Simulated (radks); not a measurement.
Isoelectronic series with 27 electrons, each ion in its NIST ground configuration. All-electron calculation, Dirac Kohn-Sham, LDA (Slater exchange, Perdew-Wang correlation), spin-unpolarised, spherical densities, finite nucleus; open shells fill j = l - 1/2 first; Fermi nuclear charge, rms radius of each element as measured or else 0.836 A^(1/3) + 0.57 fm. Program: a radial shooting solver on a logarithmic mesh with Libxc functionals. Total energies (hartree) and orbital eigenvalues (Ry):

ion    configuration  E (hartree)      3d5/2      3d3/2      3p3/2
Co      [Ar] 3d7 4s2  -1390.81403   -0.61436   -0.62856   -4.76674
Cu2+        [Ar] 3d9  -1651.20619   -2.19407   -2.21623   -7.10603
Ga4+        [Ar] 3d9  -1936.67180   -5.57310   -5.61064  -11.40438
As6+        [Ar] 3d9  -2247.12728  -10.02227  -10.08115  -16.79202
Br8+        [Ar] 3d9  -2582.64639  -15.45559  -15.54310  -23.17356
Rb10+       [Ar] 3d9  -2943.36788  -21.83546  -21.96035  -30.51052
Nb14+       [Ar] 3d9  -3741.15238  -37.36404  -37.59651  -47.98589
Tc16+       [Ar] 3d9  -4178.64987  -46.49368  -46.79992  -58.10963
Rh18+       [Ar] 3d9  -4642.21385  -56.52607  -56.92203  -69.15327
Ag20+       [Ar] 3d9  -5132.12106  -67.45773  -67.96149  -81.11601
In22+       [Ar] 3d9  -5648.66798  -79.28620  -79.91813  -93.99817
Sb24+       [Ar] 3d9  -6192.17774  -92.00973  -92.79260  -107.8009
I26+        [Ar] 3d9  -6762.99640  -105.6271  -106.5862  -122.5260
Cs28+       [Ar] 3d9   -7361.4987  -120.1374  -121.3009  -138.1758
La30+       [Ar] 3d9   -7988.0846  -135.5401  -136.9389  -154.7530
Pr32+       [Ar] 3d9   -8643.1860  -151.8348  -153.5029  -172.2607
Pm34+       [Ar] 3d9   -9327.2560  -169.0216  -170.9960  -190.7023
Eu36+       [Ar] 3d9  -10040.7729  -187.1004  -189.4216  -210.0817
Tb38+       [Ar] 3d9  -10784.3436  -206.0713  -208.7832  -230.4027
Ho40+       [Ar] 3d9  -11558.4231  -225.9347  -229.0850  -251.6698
Tm42+       [Ar] 3d9  -12363.7283  -246.6909  -250.3311  -273.8874
Lu44+       [Ar] 3d9  -13200.8100  -268.3405  -272.5260  -297.0605
Ta46+       [Ar] 3d9  -14070.5366  -290.8840  -295.6743  -321.1940
